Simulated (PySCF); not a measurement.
Numbering as in the mapped SMILES `[CH:1]#[C:2][C:3]#[C:4][CH2:5][SiH3:6]`; H(Xn) means a hydrogen on atom n.

[PySCF: NMR shieldings at PBE0/pcSseg-1/GIAO; coordinates at the GFN2-xTB level; non-relativistic; equivalent nuclei averaged; in vacuum; one conformer]

Task: Predict the 2D correlation tables (HSQC, COSY, HMBC).

Result: 

HSQC (one-bond C–H):
```csv
δH,δC
1.95 (H(C5)),0.6 (C5)
1.13 (H(C1)),70.5 (C1)
```

COSY cross peaks (H two or three bonds apart, from the bond graph; peaks can be absent where the dihedral angle is near 90°):
```csv
δH,δH
4.02 (H(Si6)),1.95 (H(C5))
```

HMBC (two and three bonds, from the bond graph):
```csv
δH,δC
4.02 (H(Si6)),"79.5 (C4), 0.6 (C5)"
1.95 (H(C5)),"79.5 (C4), 72.5 (C3)"
1.13 (H(C1)),"74.5 (C2), 72.5 (C3)"
```

Chemical shifts δ = σref − σ; ¹H (σ = 31.72 ppm), ¹³C (σ = 186.93 ppm) against TMS, all at this level.

Shifts are as computed. Against solution values, carbons near 30 ppm lie about +3 ppm off and those near 130 ppm about +5 ppm. Of 1211 compounds with measured shifts, 218 miss one by over three times the rms of a fit or turn the order of signals round; such compounds aren't used in these exercises.
